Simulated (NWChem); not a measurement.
System: BeGeH3Cl; SMILES [Cl][Be][GeH3]

```xyz
6

Be     0.0000     0.0000     0.7923
Cl     0.0000     0.0000     2.6136
Ge     0.0000     0.0000    -1.3937
H     -1.2074     0.7658    -1.9743
H      1.2669     0.6627    -1.9743
H     -0.0595    -1.4285    -1.9743
```
Atoms are numbered in this order, from 1.

All runs use the structure optimised with PBE0/def2-SVP.

### Question
List the 4 lowest vertical singlet excitations from B3LYP/def2-SVP, TDA (NWChem).

### Answer
```csv
state,energy (eV),oscillator strength,leading excitation (squared amplitude)
S1,6.11,0.085,HOMO → LUMO (0.91)
S2,6.11,0.085,HOMO → LUMO+1 (0.91)
S3,6.81,0.000,HOMO−2 → LUMO (0.24)
S4,6.91,0.004,HOMO−2 → LUMO+1 (0.25)
```
